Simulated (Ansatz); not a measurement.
Ge2H12Si3 can be A, `[SiH3][GeH2][SiH2][GeH2][SiH3]`, or B, `[SiH3][SiH2][GeH2][SiH2][GeH3]`.

Computed with Ansatz on PBE0-D4/def2-TZVP structures; ΔE is electronic, products minus reactants. CCSD(T)/CBS is the MP2 limit (def2-TZVPP, def2-QZVPP) plus CCSD(T) − MP2 in def2-TZVPP, frozen cores. DFT in def2-TZVPP. For Ge outer-core shells are correlated without core-valence functions, which leaves a few kJ/mol of doubt a bond. Scalar relativity is left out up to krypton. Each species was taken in one conformer, which may not be the lowest.

(1) Which is lower in electronic energy at CCSD(T)/CBS, and by how much? (Best estimate.)

(2) Give E(B) − E(A) in kJ/mol with BLYP-D4, B2PLYP, MP2/def2-TZVPP, ωB97M-V, LDA (SPW92), CCSD/def2-TZVPP, CCSD(T)/def2-TZVPP. (Best estimate.)

Largest T1 diagnostic: 0.013.

Results:

(1) Ansatz gave: A, by 15.6 kJ/mol.

(2) The calculation gave: BLYP-D4 14.2, B2PLYP 15.8, MP2/def2-TZVPP 17.6, ωB97M-V 16.1, LDA (SPW92) 9.5, CCSD/def2-TZVPP 15.2, CCSD(T)/def2-TZVPP 14.7. None reverses the order clearly.

Leaving LDA and LC-ωPBE aside and taking each functional with its dispersion term where it has one, the values, not all of them listed here, spread over 10.7 kJ/mol, from B97M-V to ωB97M-V.
